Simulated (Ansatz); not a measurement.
One change: `[Cl][InH][GeH3]` becomes `[Cl][InH2]`.

Ansatz, PBE0-D4/def2-TZVP geometries, multiplicity 1. 

Elements past krypton have def2 core potentials. Outer-core shells of Ge, In are correlated without core-valence functions. Scalar relativity is left out up to krypton. Spin–orbit coupling is left out.

| property | `[Cl][InH][GeH3]` |
| --- | --- |
| HOMO energy (ωB97M-V/def2-TZVPP) / eV | -9.70 |
| LUMO energy (B3LYP/def2-TZVPP) / eV | -2.38 |
| HOMO energy (B3LYP/def2-TZVPP) / eV | -7.47 |
| vertical ionisation energy (CCSD(T)/def2-TZVPP) / eV | 9.75 |
| zero-point energy (PBE0-D4/def2-TZVP) / kJ/mol | 78.8 |
| LUMO energy (PBE0/def2-TZVPP) / eV | -2.13 |

Task: Give the same properties after the change, and the shifts. (Best estimate.)

Result: The calculation gave: 
| property | `[Cl][InH2]` | shift |
| --- | --- | --- |
| HOMO energy (ωB97M-V/def2-TZVPP) / eV | -10.42 | -0.72 |
| LUMO energy (B3LYP/def2-TZVPP) / eV | -2.27 | 0.11 |
| HOMO energy (B3LYP/def2-TZVPP) / eV | -7.96 | -0.49 |
| vertical ionisation energy (CCSD(T)/def2-TZVPP) / eV | 10.67 | 0.92 |
| zero-point energy (PBE0-D4/def2-TZVP) / kJ/mol | 33.7 | -45.1 |
| LUMO energy (PBE0/def2-TZVPP) / eV | -1.98 | 0.15 |

With PBE0 the HOMO falls by 0.52 eV and the LUMO rises by 0.15 eV, so the gap widens by about 0.67 eV. PBE moves the HOMO by -0.33 eV and ωB97M-V by -0.72 eV. The zero-point energy changes by -45.1 kJ/mol with -9 modes.

B3LYP here is the variant with VWN-RPA as its local correlation; programs differ in this.
